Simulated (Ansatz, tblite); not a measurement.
Adding an electron: Li4N⁺ (the lowest singlet isomer of a short search). Total charge 1; singlet. Geometry: B3LYP-D4/def2-TZVP. Ansatz, gas phase; energy differences of separate SCF runs; the reduced species was run as a doublet alone.

```xyz
5

Li    0.401   -0.301   -1.707
Li    0.147   -1.516    0.920
Li    1.120    1.210    0.668
Li   -1.668    0.607    0.119
N     0.000    0.000    0.000
```

The xTB rows come from tblite. The structure comes from a short search, and lower isomers may exist.

| level | −HOMO (eV) | −LUMO (eV) | vertical EA (eV) | HOMO–LUMO gap (eV) |
| --- | --- | --- | --- | --- |
| GFN1-xTB | 15.07 | 12.29 | 10.10 | 2.77 |
| PBE-D4/def2-TZVP | 7.93 | 5.31 | 3.85 | 2.62 |
| r2SCAN-D4/def2-TZVP | 7.95 | 4.76 | 3.77 | 3.19 |

Task: Estimate the rows for GFN2-xTB, PBE0-D4/def2-TZVP.

Result: 
```
            level  −HOMO (eV)  −LUMO (eV)  vertical EA (eV)  HOMO–LUMO gap (eV)
         GFN2-xTB       12.12       10.68              7.85                1.44
PBE0-D4/def2-TZVP        8.93        4.69              3.70                4.24
```

  Raw xTB energy differences between charge states are shifted by several eV; the methods need an empirical correction for them.
